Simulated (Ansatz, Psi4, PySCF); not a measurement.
C₂H₃O₂, doublet, geometry from GFN2-xTB. Base run: PySCF with MP2/def2-SVPD.

Input for PySCF:
```python
from pyscf import gto, scf, mp

mol = gto.M(
    atom='''
C    -0.879281    0.003510    0.015641
O    -0.818830   -1.011327    0.656700
O     0.170849    0.700151   -0.446594
H    -1.802591    0.513737   -0.288524
C     1.414846    0.280287   -0.206134
H     1.577655   -0.618866    0.359629
H     2.195402    0.891757   -0.608989
''',
    basis='def2-svpd',
    charge=0,
    spin=1,
    verbose=4,
)

mf = scf.UHF(mol)
mf.kernel()

pt = mp.MP2(mf)
pt.kernel()
print('E(MP2) = %.10f' % pt.e_tot)
```

The same geometry, method and basis name were run in Ansatz (a first-principles code) and Psi4 and PySCF, at each program's defaults and at the settings that a row names. The base is PySCF at its defaults. Differences at the defaults can come from grids, fitting, cores and function types together.

```csv
code and settings,ΔE vs base (mEh),basis functions,E (Eh),SCF cycles
"PySCF, defaults (exact integrals, spherical functions, all electrons correlated)",0.000,110,-227.63889,17
"Psi4, defaults (density fitting with its default set, spherical functions, all electrons correlated)",0.292,110,-227.63860,18
"Ansatz, defaults (factorised integrals, spherical functions, frozen core)",12.409,110,-227.62649,-
"PySCF, frozen core",12.406,110,-227.62649,17
"Psi4, exact integrals, spherical functions, frozen core",12.406,110,-227.62649,18
"Ansatz, high accuracy, frozen core",12.406,110,-227.62649,-
```

Open shells are given as the SCF converged; they aren't shown to be the lowest states, and a large step between rows can be another state.
